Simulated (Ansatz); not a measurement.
A nudged elastic band was laid between two geometries of ClFH$_{3}$PSSi (8 atoms, charge 0, multiplicity 1).

The calculation used Ansatz, RKS r2SCAN-D4/6-31G*.

* movable images: 5
* climbing image: yes
* spring: 5.0 eV/Å²
* optimiser: quadratic models (default)
* start path: through a guess of the saddle point
* force threshold: 0.05 eV/Å
* iteration limit: 60
* end points: relaxed

First end point:

```xyz
8
Properties=species:S:1:pos:R:3
F -0.615 -1.186 1.502
Si 0.004 -0.412 0.233
P -1.113 1.513 -0.013
S -0.253 -1.524 -1.560
Cl 2.017 -0.231 0.660
H -0.072 2.120 -0.770
H -0.650 2.035 1.229
H 0.775 -2.372 -1.336
```

Last end point:

```xyz
8
Properties=species:S:1:pos:R:3
F -0.554 -0.999 1.493
Si 0.295 -0.307 0.311
P -0.135 1.900 0.245
S -0.141 -1.198 -1.571
Cl 2.260 -0.662 0.815
H -0.808 1.820 -1.008
H -1.337 1.746 0.994
H 0.512 -2.357 -1.334
```

(1) Which bonds break or form, and what moves?

(2) What energy profile does the band end with?

(3) What is the geometry of the highest image?

(4) What are the harmonic wavenumbers there?

## Answers

(1) No bond is made or broken. The height of P3 over the plane of its neighbours goes from -0.86 to 0.87 Å.

(2) The run converged. The highest image is number 3 of 0 to 6, 0.98 eV above the first end and 0.93 eV above the last; the last end lies 0.05 eV above the first. A vibrational analysis at the climbing image gives one clearly imaginary mode, 656i cm⁻¹: a first-order saddle point.

```
image  path coordinate (Å)  energy (eV)  height of P3 over the plane of its neighbours (Å)
    0                 0.00         0.00                                              -0.86
    1                 0.46         0.07                                              -0.76
    2                 0.92         0.45                                              -0.47
    3                 1.38         0.98                                               0.04
    4                 1.81         0.47                                               0.52
    5                 2.25         0.09                                               0.81
    6                 2.68         0.05                                               0.87
```

(3) 
```xyz
8
Properties=species:S:1:pos:R:3
F -0.554 -1.086 1.632
Si 0.178 -0.485 0.334
P -0.557 1.531 0.135
S -0.262 -1.461 -1.492
Cl 2.186 -0.740 0.745
H -0.578 2.202 -1.088
H -1.155 2.232 1.185
H 0.834 -2.252 -1.508
```

(4) 656i, 103, 138, 181, 210, 247, 268, 329, 422, 533, 580, 604, 793, 915, 1031, 2583, 2632, 2679 cm⁻¹.

Time of the run: 3 min on 2 threads of Arm Neoverse V1, with other jobs on the host, peak memory 0.17 GiB.
